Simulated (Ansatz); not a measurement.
FH₄N₂NbO (`[NH2][Nb]([NH2])(=[O])[F]`). Total charge 0; spin multiplicity 1. Nb takes the def2 core potential.

```xyz
9

N     0.691   -1.266   -0.876
Nb    0.283    0.555   -0.245
N    -1.063    0.542    1.193
O     1.709    1.177    0.420
F    -0.357    1.590   -1.692
H     1.600   -1.700   -0.804
H     0.023   -1.922   -1.255
H    -1.995    0.158    1.125
H    -0.891    0.867    2.133
```

(1) What are the harmonic wavenumbers in cm⁻¹ at PBE0-D4/def2-TZVP (Ansatz, finite differences of forces, unscaled)? (Estimate.)

(2) Is this a minimum?

(3) Give the ideal-gas thermochemistry at 298.15 K and 1 bar (rigid rotor, harmonic oscillator; point group Cs, symmetry number 1).

(4) And at 400, 500, 600, 800 and 1000 K?

## Answers

(1) The calculation gave: 181, 185, 193, 213, 213, 298, 409, 474, 502, 566, 587, 670, 698, 698, 1048, 1543, 1547, 3569, 3572, 3669, 3669.

(2) Yes, all 21 modes are real.

(3) Zero-point energy 146.6 kJ/mol; H(298) − E = 169.0 kJ/mol; entropy 354.0 J/(mol·K), of which translation 172.1, rotation 112.4, vibration 69.5; G(298) − E = 63.4 kJ/mol.

(4) 
```csv
T (K),H − E (kJ/mol),S (J/mol/K),G − E (kJ/mol)
400,181.7,390.7,25.5
500,195.5,421.5,-15.2
600,210.2,448.2,-58.7
800,241.3,492.9,-153.0
1000,274.3,529.6,-255.3
```
